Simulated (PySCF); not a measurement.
**Caesium: a sound run and one with changed settings**

Sound run: Cs [Xe] 6s1, Cs⁺ [Xe]. Computed with PySCF 2.14 in def2-SVP with the def2 core potential (46 electrons) (5s3p2d, 24 functions), with a scalar-relativistic core potential. The sound run starts from symmetry-adapted Hartree-Fock orbitals and uses a fine grid where one is needed.

Changed run: radial step 0.8 in ln r (0.13 in the sound run). This setting is unsound on purpose.

```json
{"species": "Cs", "method": "UHF", "sound run (hartree)": "-19.85520", "changed run (hartree)": "-19.85520", "converged": "yes"}
{"species": "Cs", "method": "PBE", "sound run (hartree)": "-20.14714", "changed run (hartree)": "-20.02134", "converged": "yes"}
{"species": "Cs", "method": "M06-L", "sound run (hartree)": "-20.11985", "changed run (hartree)": "-19.96145", "converged": "no"}
{"species": "Cs⁺", "method": "UHF", "sound run (hartree)": "-19.72686", "changed run (hartree)": "-19.72686", "converged": "yes"}
{"species": "Cs⁺", "method": "PBE", "sound run (hartree)": "-20.00100", "changed run (hartree)": "-19.87448", "converged": "yes"}
{"species": "Cs⁺", "method": "M06-L", "sound run (hartree)": "-19.99902", "changed run (hartree)": "-19.85734", "converged": "yes"}
```

Ionisation energy of Cs:

| method | sound run (eV) | changed run (eV) |
| --- | --- | --- |
| UHF | 3.492 | 3.492 |
| PBE | 3.977 | 3.996 |

A coarse radial grid mis-integrates the density and the exchange-correlation energy, with errors of either sign; Hartree-Fock needs no grid.

For comparison, NIST gives 3.894 eV between the lowest levels.
